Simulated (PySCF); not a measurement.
Static polarisabilities and like-pair C6 coefficients by linear response at CAM-B3LYP/def2-SVPD (PySCF, frozen core in the response, non-relativistic, gas phase), PBE0-D3(BJ)/def2-SVP geometries, one conformer each; atomic units unless stated. Spin–orbit coupling is left out although an atom past zinc is present.

```csv
label,species,α,C6
P,`FC[C@H]1C=N1`,40.7,776.6
Q,`CC[C@@H]1C[CH2][Ge@@H]1[CH3]`,101.3,4104
R,`CO[C@H](C#N)c1cnoc1`,84.3,3128
S,`CC(C)C1[CH2][GeH2][CH2]1`,102.4,4164
T,`CC1C[CH2][GeH2][CH2]C1`,100.0,4054
U,`C[C@H]1CC[CH2][GeH2][CH2]1`,100.2,4065
```

Estimate the unlike-pair coefficients by the rule C6(AB) = 2·C6(AA)·C6(BB) / [C6(AA)·αB/αA + C6(BB)·αA/αB], and compare with the geometric mean, for QS, QT, QU, RS, RT, RU, SU and TU.

```tsv
pair	combination rule	geometric mean	ratio
QS	4134	4134	1.000
QT	4079	4079	1.000
QU	4084	4084	1.000
RS	3604	3609	0.999
RT	3558	3561	0.999
RU	3562	3566	0.999
SU	4114	4114	1.000
TU	4059	4059	1.000
```

The rule is exact for one-pole polarisabilities and never exceeds the geometric mean; the two meet where both partners have the same effective excitation energy. These unlike-pair values are estimates, not computed integrals.
